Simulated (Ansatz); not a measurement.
System: C₂H₇FSi, net charge 0, singlet state. SMILES: C[SiH](C)F
Geometry: optimised at B3LYP-D3(BJ)/def2-TZVP (Ansatz, a program for electronic structure).

CCSD(T) with Ansatz in growing basis sets, 26 correlated electrons. Cores are frozen in the correlated levels unless marked. Open shells are spin-unrestricted. Spin-orbit coupling is left out. Non-relativistic. Costs are ratios of core time to the smallest set, on shared machines of one kind, and rough; they hold the program's checks for lower states.

```csv
basis,functions,cost over smallest,E(corr) (Eh),electronic atomisation energy (kcal/mol)
cc-pV(D+d)Z,100,1×,-0.6424,918.1
cc-pV(T+d)Z,227,10×,?,?
```

What does the step to cc-pV(T+d)Z buy, and how does its cost grow by formal scaling?

Formally CCSD grows as o²v⁴ and (T) as o³v⁴; with o = 13 and v going from 79 to 206 both grow 46-fold in the last step, while integrals and the mean field grow more slowly. That step adds 159.3 mEh of correlation energy and 54.0 kcal/mol to the atomisation energy. Row: E(corr) (Eh) -0.8017, electronic atomisation energy (kcal/mol) 972.1.
